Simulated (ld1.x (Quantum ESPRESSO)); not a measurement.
What one change does to a pseudopotential (nitrogen (N), TM)

- Element: N
- Generator: ld1.x (Quantum ESPRESSO) 7.5
- Type: norm-conserving Troullier–Martins (Kleinman–Bylander form)
- Functional: PBEsol
- Relativity: scalar-relativistic
- Frozen core: [He]
- Valence charge: 5
- Reference configuration: 2s2 2p3
- Partial waves: 2p (bound): rc 2.30 bohr; 2s (bound): rc 0.85 bohr
- Local potential: the s channel
- Core correction: a·sin(br)/r model core inside 0.70 bohr

Change: local potential the p channel.

Cutoffs: the cutoffs (Ry, on a coarse ladder) from which the occupation-weighted sum of valence levels, in a spherical-Bessel basis at the reference potential, stays within 10 and 1 mRy of its value at 400 Ry; they do not see the model core or the augmentation charge, which bear on the density cutoff. Errors are all-electron minus pseudo energies relative to the spin-unpolarised reference configuration.

**Question.** Predict the effect on cutoff, ghosts and configuration errors.

**Answer.** The potential gets neither clearly harder nor softer (55 Ry and 140 Ry → 55 Ry and 140 Ry); of the 7 tests that both files solve, the error grows in 2 and shrinks in 3 by more than 15 % and 0.3 meV (median size 117.9 → 170.7 meV); the range in which the s phases agree narrows (upper end at the end of the scan → 0.5); neither file shows a bound ghost.

```tsv
quantity	base	changed
cutoff, loose	55 Ry	55 Ry
cutoff, tight	140 Ry	140 Ry
bound ghosts	none	none
error for 2s2 2p2, meV [ΔE 13.52 eV]	+71	+34
error for 2s2 2p1, meV [ΔE 42.26 eV]	+626	+519
error for 2s2 2p0, meV [ΔE 89.14 eV]	+2457	+2364
error for 2s2 2p2.5, meV [ΔE 5.06 eV]	+10	+0.5
error for 2s1 2p3, meV [ΔE 25.24 eV]	-118	-171
error for 2s1 2p0, meV [ΔE 166.66 eV]	+3940	+3896
error for 2s2 2p3.3, meV [ΔE -1.60 eV]	+1.1	-1.9
s: phases at 2.48 bohr within 0.05 rad from the reference energy up to (Ry; the scan ends near 5)	to the end of the scan	0.5
p: phases at 2.48 bohr within 0.05 rad from the reference energy up to (Ry; the scan ends near 5)	1.2	0.7
```
